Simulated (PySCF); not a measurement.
BCl, singlet, at a GFN2-xTB geometry; TPSS/6-31G in PySCF.

Input for PySCF:
```python
from pyscf import gto, scf, dft

mol = gto.Mole()
mol.atom = '''
    B    -0.00000000   -0.00000000   -1.22002676
    Cl    0.00000000    0.00000000    0.35883140
'''
mol.basis = '6-31g'
mol.verbose = 4
mol.build()

mf = dft.RKS(mol)
mf.xc = 'tpss'
mf.kernel()
mf.analyze()
```

Question: Predict the main parts of the log of this PySCF run.

Answer: 
```
PySCF version 2.14.0

[INPUT] verbose = 4
[INPUT] num. atoms = 2
[INPUT] num. electrons = 22
[INPUT] charge = 0
[INPUT] spin (= nelec alpha-beta = 2S) = 0
[INPUT] symmetry False subgroup None
[INPUT] Mole.unit = angstrom
[INPUT] Symbol           X                Y                Z      unit          X                Y                Z       unit  Magmom
[...]
nuclear repulsion = 28.4889827774016
number of shells = 12
number of NR pGTOs = 68
number of NR cGTOs = 22
basis = 6-31g
ecp = {}

******** <class 'pyscf.dft.rks.RKS'> ********
method = RKS
initial guess = minao
damping factor = 0
level_shift factor = 0
DIIS = <class 'pyscf.scf.diis.CDIIS'>
diis_start_cycle = 1
diis_space = 8
diis_damp = 0
SCF conv_tol = 1e-09
SCF conv_tol_grad = None
SCF max_cycles = 50
direct_scf = True
direct_scf_tol = 1e-13
XC library pyscf.dft.libxc version 7.1.2
    S. Lehtola, C. Steigemann, M. J. T. Oliveira, and M. A. L. Marques,  SoftwareX 7, 1–5 (2018)
XC functionals = tpss
    J. Tao, J. P. Perdew, V. N. Staroverov, and G. E. Scuseria,  Phys. Rev. Lett. 91, 146401 (2003)
    J. P. Perdew, J. Tao, V. N. Staroverov, and G. E. Scuseria,  J. Chem. Phys. 120, 6898 (2004)
    J. Tao, J. P. Perdew, V. N. Staroverov, and G. E. Scuseria,  Phys. Rev. Lett. 91, 146401 (2003)
    J. P. Perdew, J. Tao, V. N. Staroverov, and G. E. Scuseria,  J. Chem. Phys. 120, 6898 (2004)
radial grids:
    Treutler-Ahlrichs [JCP 102, 346 (1995); DOI:10.1063/1.469408] (M4) radial grids

becke partition: Becke, JCP 88, 2547 (1988); DOI:10.1063/1.454033
pruning grids: <function nwchem_prune>
grids dens level: 3
symmetrized grids: False
atomic radii adjust function: <function treutler_atomic_radii_adjust>
small_rho_cutoff = 0
Set gradient conv threshold to 3.16228e-05
Initial guess from minao.
tot grids = 32928
init E= -485.216179652658
[...]
cycle= 1 E= -484.933110103272  delta_E= 0.283  |g|= 0.0903  |ddm|= 1.65
[...]
cycle= 2 E= -484.936215357094  delta_E= -0.00311  |g|= 0.0579  |ddm|= 0.854
[...]
cycle= 3 E= -484.936858442699  delta_E= -0.000643  |g|= 0.0335  |ddm|= 0.119
[...]
cycle= 4 E= -484.937267771449  delta_E= -0.000409  |g|= 0.0021  |ddm|= 0.0869
[...]
cycle= 5 E= -484.937269622754  delta_E= -1.85e-06  |g|= 0.000185  |ddm|= 0.00498
[...]
cycle= 6 E= -484.937269637394  delta_E= -1.46e-08  |g|= 6.59e-06  |ddm|= 0.000502
[...]
cycle= 7 E= -484.93726963741  delta_E= -1.63e-11  |g|= 1.07e-07  |ddm|= 2.88e-05
[...]
Extra cycle  E= -484.937269637411  delta_E= -5.68e-13  |g|= 1.14e-07  |ddm|= 8.29e-07
converged SCF energy = -484.937269637411
**** SCF Summaries ****
Total Energy =                        -484.937269637410736
Nuclear Repulsion Energy =              28.488982777401617
One-electron Energy =                 -723.651931676087997
Two-electron Energy =                  210.225679261275701
Two-electron Coulomb Energy =          242.537734480993834
DFT Exchange-Correlation Energy =      -32.312055219718133
HOMO-LUMO gap [eV] =                     3.680666594667611
**** MO energy ****
[...]
 ** Mulliken pop on meta-lowdin orthogonal AOs  **
 ** Mulliken pop  **
[...]
 ** Mulliken atomic charges  **
charge of    0B =     -0.21641
charge of    1Cl =      0.21641
Dipole moment(X, Y, Z, Debye):  0.00000, -0.00000,  1.74014
```
